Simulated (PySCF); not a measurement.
Sn(F)2 cation (F2Sn), SMILES [F][Sn][F] (connectivity only; charge and spin as stated), charge +1, multiplicity 2. Atoms are numbered in the order given.

```xyz
3

Sn     0.0000     0.0000     0.0000
F      0.0000     0.0000    -1.9157
F      0.0000     0.0000     1.9157
```
Charge +1, spin multiplicity 2.

Geometry optimised at PBE0-D3(BJ)/def2-TZVP. A frequency run showed that this geometry is not a minimum. The multiplicity is an assumed one; other spin states were not compared. The isomer is the one that the SMILES or the coordinates give; other isomers of the formula were not compared. The def2 effective core potentials stand for the cores of Sn; spin–orbit coupling is left out.

All values below come from IEF-PCM-ωB97X/def2-SVP (PySCF).

The values are the electrostatic part of the solvation free energy, E(continuum) − E(gas) at the gas-phase geometry, in a cavity of scaled van der Waals radii (PySCF's table); cavitation and dispersion terms are not included. A continuum can't describe solvent molecules that bind to the metal.

```json
[
 {"solvent": "water", "ε": "78.36", "ΔG(elec) (kcal/mol)": "-69.8"},
 {"solvent": "N,N-dimethylformamide", "ε": "37.22", "ΔG(elec) (kcal/mol)": "-68.7"},
 {"solvent": "n-hexane", "ε": "1.88", "ΔG(elec) (kcal/mol)": "(withheld)"}
]
```

What belongs in the gaps? (The exact figures need the calculation; the answer reports its results.)


- n-hexane, ΔG(elec) (kcal/mol): -32.1
